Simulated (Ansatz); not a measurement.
`C[O][GeH]([F])[SH]` + H₂ → `C[O][GeH2][SH]` + H–F  (hydrogenolysis of a Ge–F bond)

Computed with Ansatz on PBE0-D4/def2-TZVP structures; ΔE is electronic, products minus reactants. CCSD(T)/CBS is the MP2 limit (def2-TZVPP, def2-QZVPP) plus CCSD(T) − MP2 in def2-TZVPP, frozen cores. This one scheme is used for every species. Functionals use def2-TZVPP. For Ge outer-core shells are correlated without core-valence functions, which leaves a few kJ/mol of doubt a bond. Scalar relativity is left out up to krypton. Each species was taken in one conformer, which may not be the lowest.

`C[O][GeH]([F])[SH]`:

```xyz
10

C    -0.101   -1.182   -1.076
O    -0.879   -0.806    0.043
Ge   -0.398    0.529    1.071
F     1.099    0.096    1.841
S     0.089    2.350   -0.078
H     0.149   -0.321   -1.706
H     0.826   -1.676   -0.767
H    -0.692   -1.885   -1.666
H    -1.488    0.676    2.127
H     1.395    2.218    0.211
```

H₂:

Cartesian coordinates in Å:
```
H -0.346 -0.050 -0.130
H 0.346 0.050 0.130
```

`C[O][GeH2][SH]`:

```xyz
10

C    -0.581   -1.454   -0.288
O     0.632   -0.831    0.065
Ge    0.588    0.814    0.727
S    -0.343    2.225   -0.711
H    -1.245   -1.580    0.578
H    -0.346   -2.443   -0.685
H    -1.122   -0.890   -1.057
H    -0.317    0.859    1.970
H     2.059    1.148    0.987
H     0.675    2.152   -1.585
```

H–F:

Cartesian coordinates in Å:
```
F -0.408 0.209 0.037
H 0.408 -0.209 -0.037
```

CCSD(T)/CBS gives +48.7 kJ/mol.

(1) Another level gave +55.6 kJ/mol. Which?
A. PBE0/def2-TZVPP
B. PBE/def2-TZVPP
C. ωB97M-V/def2-TZVPP
D. r2SCAN-D4/def2-TZVPP

Largest T1 diagnostic among the species: 0.012.

Answers

(1) C. ωB97M-V 55.6, PBE 50.3, r2SCAN-D4 60.8, PBE0 45.2 kJ/mol.

From PBE to PBE0 (25 % exact exchange), in def2-TZVPP and without D4, ΔE moves by −5.0 kJ/mol.
